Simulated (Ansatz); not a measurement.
`C[Si]F` + CH₃OH → `CO[Si]F` + CH₄ at 700 K and 1 bar (ligand exchange at the Si–C bond).

Isolated molecules relaxed with PBE0-D4/def2-TZVP in Ansatz; ΔE leaves out vibrations. CCSD(T)/CBS adds triple-zeta CCSD(T) − MP2 to the extrapolated MP2 energy (def2 sets, frozen cores). This one scheme is used for every species. One conformer a species, not always the lowest.

| species | CCSD(T)/CBS energy (Eh) | H − E (kJ/mol) | S (J/(mol·K)) |
| --- | --- | --- | --- |
| `C[Si]F` | -428.74649 | 145.4 | 354.0 |
| CH₃OH | -115.61712 | 170.8 | 288.5 |
| `CO[Si]F` | -503.96814 | 171.6 | 384.4 |
| CH₄ | -40.46206 | 145.9 | 224.0 |

H − E and S are ideal-gas, rigid-rotor, harmonic terms from PBE0-D4/def2-TZVP, for one conformer and one mirror image of each species. 1 Eh = 2625.50 kJ/mol, R = 8.31446 J/(mol·K).

By hand: ΔE, ΔH, ΔS and ΔG.

ΔE = (-503.96814) + (-40.46206) − (-428.74649) − (-115.61712) = -0.06659 Eh = -174.8 kJ/mol. Δ(H − E) = 171.6 + 145.9 − 145.4 − 170.8 = 1.3, so ΔH = -173.5 kJ/mol. ΔS = 384.4 + 224.0 − 354.0 − 288.5 = -34.1 J/(mol·K). ΔG = -173.5 − 700 × (-34.1)/1000 = -149.6 kJ/mol.

By hand: the equilibrium constant, and the temperature at which ΔG would vanish if ΔH and ΔS stayed fixed.

log₁₀ K = −ΔG/(RT ln 10) = 11.2. ΔG = 0 at ΔH/ΔS = 5088 K, far beyond where these terms or the molecules hold.

ΔH outweighs TΔS. A doubt of 5 kJ/mol in ΔE shifts log₁₀ K by 0.4 here. Other conformers and mirror images would add mixing entropy, several J/(mol·K) or more a flexible species. These are equilibria of isolated gas molecules and say nothing of rates. Largest T1 diagnostic: 0.014 (customary marks: 0.02 for closed shells, 0.045 for open ones).
